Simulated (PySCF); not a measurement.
B3H6N3. Atoms are numbered in the order given.

```xyz
12

B      1.4488     0.0000     0.0000
N      0.7046     1.2204     0.0000
B     -0.7244     1.2547     0.0000
N     -1.4092     0.0000     0.0000
B     -0.7244    -1.2547     0.0000
N      0.7046    -1.2204     0.0000
H      2.6559     0.0000     0.0000
H      1.2111     2.0977     0.0000
H     -1.3280     2.3001     0.0000
H     -2.4222     0.0000     0.0000
H     -1.3280    -2.3001     0.0000
H      1.2111    -2.0977     0.0000
```
Charge 0, spin multiplicity 1.

Coordinates come from a B3LYP-D3(BJ)/def2-SVP optimisation.

The numbers are results of TDDFT-M06-2X/def2-SVPD (PySCF), not measurements.

Vertical excitations; the highest root listed may be one member of a degenerate set. Isolated molecule, no solvent. State labels are in the subgroup C2v.

Computed UV-visible absorptions:
```tsv
state	symmetry	energy (eV)	λ (nm)	f	main pairs
S1	B1	6.95	178	0.000	HOMO−1→LUMO+4 49 %, HOMO→LUMO+3 49 %
S2	A2	7.58	163	0.000	HOMO→LUMO (degenerate set)
S3	B2	7.58	163	0.000	HOMO−1→LUMO (degenerate set)
S4	A1	7.81	159	0.000	HOMO→LUMO+4 48 %, HOMO−1→LUMO+3 48 %
S5	B2	7.85	158	0.040	HOMO−2→LUMO+3 47 %, HOMO−3→LUMO+4 47 %
S6	A1	8.02	155	0.418	HOMO−1→LUMO+3, HOMO→LUMO+4 (degenerate set)
S7	B1	8.02	155	0.418	HOMO→LUMO+3, HOMO−1→LUMO+4 (degenerate set)
S8	B2	8.13	153	0.088	HOMO→LUMO+2 39 %, HOMO−1→LUMO+1 39 %, HOMO→LUMO+6 7 %, HOMO−1→LUMO+5 7 %
S9	B2	8.17	152	0.000	HOMO−3→LUMO+4, HOMO−2→LUMO+3 (degenerate set)
S10	A2	8.17	152	0.000	HOMO−2→LUMO+4, HOMO−3→LUMO+3 (degenerate set)
T1	A1	6.56	189	0	HOMO−1→LUMO+3 45 %, HOMO→LUMO+4 45 %
T2	B1	6.65	186	0	HOMO→LUMO+3, HOMO−1→LUMO+4 (degenerate set)
T3	A1	6.65	186	0	HOMO→LUMO+4, HOMO−1→LUMO+3 (degenerate set)
T4	B1	6.72	184	0	HOMO−1→LUMO+4 49 %, HOMO→LUMO+3 48 %
```
Triplets are in the Tamm–Dancoff approximation, which puts them higher than full response would, so one can lie above its singlet here.
